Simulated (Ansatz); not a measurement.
CH$_{7}$AlSiSn (`C[SiH]1[AlH][SnH2]1`), relaxed with RKS PBE-D4/def2-SVP in Ansatz from a rough embedded geometry. The force threshold is 0.03 eV/Å; the program also tests the step.

Charge 0, multiplicity 1. Sn: def2 effective core potential.

Start:

```xyz
11

C     1.654    0.292   -0.677
Si    0.218   -0.774   -0.382
Al   -1.786    0.328   -0.787
Sn   -0.970   -0.142    1.747
H     2.584   -0.116   -0.111
H     1.962    0.301   -1.785
H     1.496    1.351   -0.361
H     0.297   -2.155   -0.720
H    -2.907    0.986   -1.827
H    -0.539    1.316    2.486
H    -2.009   -1.386    2.416
```

```
         step  energy (eV)  largest force (eV/Å)  largest move (Å)
            1  -21440.2519                 2.329             0.000
            2  -21440.8526                 1.093             0.199
            3  -21440.9371                 0.303             0.138
            4  -21440.9510                 0.089             0.043
            5  -21440.9541                 0.104             0.073
            6  -21440.9596                 0.071             0.059
            7  -21440.9598                 0.075             0.036
            8  -21440.9616                 0.062             0.039
            9  -21440.9645                 0.050             0.057
           10  -21440.9710                 0.206             0.195
           11  -21440.9800                 0.225             0.126
           12  -21440.9945                 0.313             0.195
           13  -21441.0069                 0.274             0.198
           14  -21441.0257                 0.211             0.176
           15  -21441.0325                 0.350             0.132
           16  -21441.0443                 0.227             0.095
           17  -21441.0514                 0.095             0.055
           18  -21441.0566                 0.107             0.103
           19  -21441.0596                 0.160             0.096
           20  -21441.0615                 0.123             0.035
           21  -21441.0628                 0.045             0.035
22 (rejected)  -21441.0602                 0.084             0.055
           23  -21441.0633                 0.015             0.027
```

End:

```xyz
11

C     1.956    0.238   -0.877
Si    0.223   -0.403   -0.434
Al   -2.023    0.231   -0.922
Sn   -1.547   -0.190    1.644
H     2.690   -0.080   -0.109
H     2.271   -0.177   -1.857
H     1.965    1.343   -0.943
H     0.248   -1.908   -0.256
H    -2.849    1.417   -1.624
H    -1.634    1.138    2.772
H    -1.300   -1.610    2.607
```

Run time 32 s (4 threads of an Arm Neoverse V1 on a shared host); peak host memory 0.16 GiB.
